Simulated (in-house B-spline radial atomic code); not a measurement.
Results of a calculation; reference values are marked as such.
**Softness against transferability: the 4s channel of Mo**

Mo, [Kr] 4d5 5s1, non-relativistic PBE, spherical and spin-unpolarised, from a B-spline radial code for spherical atoms (atomic units). The all-electron 4s level is ε = -2.233110 hartree, its outermost node lies just inside 0.54 bohr and its outer maximum at 1.01 bohr.

Troullier-Martins pseudo-orbitals are made for several radii. The cutoffs (hartree) are the plane-wave energies beyond which the orbital holds less than the named kinetic energy per electron. The phase error is the difference, pseudo minus all-electron, of arctan(R P'/P) at R = 1.72 bohr for all radii, half a hartree below and above the level.

```json
{"r_c (bohr)": "0.76", "V_l(0) (hartree)": "-38.72", "cutoff for 10 mEh": "158", "for 1 mEh": "291", "for 0.1 mEh": "> 450", "phase error at ε − 0.5 (mrad)": "-15.2", "at ε + 0.5 (mrad)": "-4.5"}
{"r_c (bohr)": "0.88", "V_l(0) (hartree)": "-9.30", "cutoff for 10 mEh": "63.6", "for 1 mEh": "139", "for 0.1 mEh": "240", "phase error at ε − 0.5 (mrad)": "-5.0", "at ε + 0.5 (mrad)": "-1.1"}
{"r_c (bohr)": "1.01", "V_l(0) (hartree)": "4.37", "cutoff for 10 mEh": "34.9", "for 1 mEh": "65.4", "for 0.1 mEh": "95.8", "phase error at ε − 0.5 (mrad)": "-3.2", "at ε + 0.5 (mrad)": "-0.6"}
{"r_c (bohr)": "1.14", "V_l(0) (hartree)": "5.76", "cutoff for 10 mEh": "34.3", "for 1 mEh": "49.6", "for 0.1 mEh": "88.2", "phase error at ε − 0.5 (mrad)": "-2.7", "at ε + 0.5 (mrad)": "-0.5"}
{"r_c (bohr)": "1.28", "V_l(0) (hartree)": "2.93", "cutoff for 10 mEh": "30.4", "for 1 mEh": "44.6", "for 0.1 mEh": "77.4", "phase error at ε − 0.5 (mrad)": "-4.8", "at ε + 0.5 (mrad)": "-0.9"}
{"r_c (bohr)": "1.42", "V_l(0) (hartree)": "0.49", "cutoff for 10 mEh": "19", "for 1 mEh": "37.7", "for 0.1 mEh": "64.5", "phase error at ε − 0.5 (mrad)": "-9.8", "at ε + 0.5 (mrad)": "-1.9"}
```

(1) Which radius needs the lowest cutoff for 1 mEh while both phase errors stay within 5.1 mrad?

(2) What does the larger radius buy, and what does it cost?

Results:

(1) The radii within that limit are 0.88, 1.01, 1.14, 1.28 bohr; of these r_c = 1.28 needs the least, 44.6 hartree, that is 89.2 Ry or 1214 eV.

(2) From r_c = 0.76 to 1.42 bohr the cutoff for 1 mEh goes from 291 to 37.7 hartree, a factor of 7.72, against 3.49 for a pure 1/r_c² scaling, end to end; step by step it is 291, 139, 65.4, 49.6, 44.6, 37.7, and for 0.1 mEh > 450, 240, 95.8, 88.2, 77.4, 64.5; the number of plane waves goes as the cutoff to the power 3/2, here a factor of 21.4. The larger of the two phase errors is least at r_c = 1.14 bohr, 2.7 mrad; it is 15.2 at the smallest radius and 9.8 at the largest. These errors test the reference atom alone. The smallest radius lies well inside the outer maximum, where the nodeless form must bend sharply to keep the norm, so it is both harder and scatters less well than the next. Large radii also let the cores of neighbours overlap, which an atom doesn't show.
